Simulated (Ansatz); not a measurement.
Z-matrix (Å, degrees):
```
C
O 1 1.361
Ge 1 1.924 2 66.8
F 1 1.359 2 114.5 3 113.1
H 1 1.092 2 117.1 3 -117.6
H 3 1.528 1 122.8 2 -83.7
H 3 1.525 1 119.4 2 86.8
```

Charge 0, multiplicity 1.

List the ωB97M-V/def2-TZVPP orbital energies in eV (Ansatz 0.2.0). (Best estimate.)

Computed: Occupied: -10867.32, -1363.15, -1210.90, -1210.85, -1210.85, -677.64, -526.35, -285.26, -174.95, -124.29, -124.15, -124.14, -37.22, -37.05, -37.00, -36.91, -36.90, -36.74, -31.51, -20.88, -18.88, -17.50, -16.30, -15.59, -13.67, -13.17, -12.91, -11.19, -9.41. Lowest empty: 0.72, 2.23, 2.76, 3.53, 4.23, 5.38, 5.52, 6.17.
